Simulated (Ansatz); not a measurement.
Species: [Nb(Cl)2(NH2)3] (charge 0, multiplicity 1).

Problem. Give a relaxed geometry from r2SCAN-D4/def2-SVP (Ansatz, an electronic-structure program).

Solution. This is not unique; one that fits is the end point of this relaxation, one of several conformers.
Cartesian coordinates (Å) in one orientation:
```xyz
12

Nb     0.044    -0.082    -0.084
Cl     1.329    -1.815    -0.992
Cl     1.816     1.346     0.636
N     -0.459    -0.238     1.812
H     -1.271    -0.739     2.161
H      0.004     0.289     2.551
N     -1.594    -1.031    -0.679
H     -1.596    -1.998    -1.007
H     -2.545    -0.661    -0.707
N     -0.680     1.488    -1.044
H     -1.395     1.462    -1.768
H     -0.386     2.443    -0.849
```
